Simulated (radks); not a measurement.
Spherical quantum dot in the effective-mass picture: electrons in a parabolic well V = omega^2 r^2 / 2 with omega = 2.89, all in effective atomic units (hartree* = m*/eps^2 hartree, bohr* = eps/m* bohr), one dielectric constant everywhere. Method: non-relativistic Kohn-Sham, PBEsol, spin-polarised, spherical densities; computed with a radial shooting solver with Libxc functionals. Levels are named by radial order and angular momentum (1s, 1p, 1d, 2s, ...), and open shells are averaged over m. Results are scaled to m* = 0.162 and eps = 16.5, for which hartree* = 16.19 meV and bohr* = 5.39 nm. Each electron was tried in the lowest free levels, single moves between levels near the top were tried too, and the lowest total energy was kept; such a search can miss a lower state. At N = 1 the Hartree and exchange-correlation terms need not cancel, so that row can carry a self-interaction error.

N,open shells,2S,E (meV),mu = E(N) - E(N-1) (meV),addition energy mu(N+1) - mu(N) (meV),e(HOMO) (meV)
1,"1s(up 1, down 0)",1,70.8098,70.810,20.71,78.664
2,none,0,162.327,91.518,57.14,99.132
3,"1p(up 1, down 0)",1,310.982,148.65,13.34,155.22
4,"1p(up 2, down 0)",2,472.978,162.00,13.66,168.81
5,"1p(up 3, down 0)",3,648.630,175.65,17.73,182.49
6,"1p(up 3, down 1)",2,842.014,193.38,12.53,199.57
7,"1p(up 3, down 2)",1,1047.93,205.92,12.81,212.31
8,none,0,1266.66,218.73,49.22,225.15
9,"1d(up 1, down 0)",1,1534.61,267.95,11.14,273.51
10,"1d(up 2, down 0)",2,1813.70,279.09,11.17,284.68
11,"1d(up 3, down 0)",3,2103.96,290.26,11.14,295.84
12,"1d(up 4, down 0)",4,2405.36,301.40,11.09,306.96
13,"1d(up 5, down 0)",5,2717.85,312.49,14.32,318.02
14,"1d(up 5, down 1)",4,3044.66,326.81,10.53,332.06
15,"1d(up 5, down 2)",3,3382.00,337.34,10.56,342.61
16,"1d(up 5, down 3)",2,3729.89,347.89,10.54,353.17
17,"1d(up 5, down 4)",1,4088.33,358.44,10.51,363.70
18,none,0,4457.27,368.94,13.87,374.18
19,"2s(up 1, down 0)",1,4840.08,382.81,11.98,388.17
20,none,0,5234.86,394.79,37.43,400.06
21,"1f(up 1, down 0)",1,5667.08,432.22,9.452,436.95
22,"1f(up 2, down 0)",2,6108.75,441.67,9.427,446.39
23,"1f(up 3, down 0)",3,6559.85,451.10,9.395,455.80
24,"1f(up 4, down 0)",4,7020.34,460.49,9.359,465.18
25,"1f(up 5, down 0)",5,7490.19,469.85,9.320,474.52
26,"1f(up 6, down 0)",6,7969.36,479.17,9.278,483.82
27,"1f(up 7, down 0)",7,8457.81,488.45,11.79,493.07
28,"1f(up 7, down 1)",6,8958.05,500.24,9.009,504.75
29,"1f(up 7, down 2)",5,9467.30,509.25,8.992,513.75
30,"1f(up 7, down 3)",4,9985.54,518.24,8.967,522.73
31,"1f(up 7, down 4)",3,10512.8,527.21,8.938,531.68
32,"1f(up 7, down 5)",2,11048.9,536.15,8.906,540.61
33,"1f(up 7, down 6)",1,11594.0,545.05,8.872,549.50
34,none,0,12147.9,553.93,14.00,558.35
35,"2p(up 1, down 0)",1,12715.8,567.92,8.953,572.40
36,"2p(up 2, down 0)",2,13292.7,576.88,-,581.35

All shells are closed at N = 2, 8, 18, 20, 34 (there: 1s2 1p6 1d10 2s2 1f14); the second difference of the energy has clear peaks (12 % above both neighbours; the first and last values, which can be the largest, are not judged, and half-filled shells can peak too) at N = 2, 5, 8, 13, 18, 20, 27, 34.
